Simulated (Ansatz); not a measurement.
Os₄⁺. Total charge 1; doublet. Geometry PBE-D4/def2-SVP; atoms count from 1.

Cartesian coordinates in Å:
```
Os -0.975 0.377 -0.999
Os 0.206 -1.160 0.842
Os 1.246 -0.239 -1.000
Os -0.477 1.022 1.157
```

In the def2 sets Os takes a core potential; there is no spin–orbit coupling. The charge 1 doublet is spin-contaminated (final ⟨S²⟩ up to 3.08, 0.75 for a pure state). No other spin state of charge 1 was run. The geometry of the doublet was relaxed on an unsound state (⟨S²⟩ 1.72, where a pure state has 0.75). Another isomer (sextet) lies 0.90 eV lower at PBE0-D4/def2-TZVP; other spin states weren't run for this one.

Q: Estimate the Mulliken populations from the PBE0/def2-TZVP orbitals of Ansatz.

A: 
| atom | charge (e) | spin (α − β) | d electrons |
| --- | --- | --- | --- |
| Os1 | 0.37 | -2.08 | 6.57 |
| Os2 | 0.33 | 1.79 | 6.63 |
| Os3 | 0.15 | 0.66 | 6.67 |
| Os4 | 0.15 | 0.64 | 6.67 |
Mulliken values and Mayer orders depend strongly on the basis.

Q: Where does the spin sit?

A: Summed by element: Os 1.00, of 1 unpaired in all. Largest on single atoms: Os1 -2.08, Os2 1.79, Os3 0.66.

Q: And the Mayer bond orders between bonded heavy atoms (over 0.3)?

A: Os1–Os2 0.85 (2.67 Å); Os1–Os3 1.86 (2.31 Å); Os1–Os4 1.87 (2.30 Å); Os2–Os3 1.85 (2.31 Å); Os2–Os4 1.85 (2.31 Å); Os3–Os4 0.71 (3.04 Å).
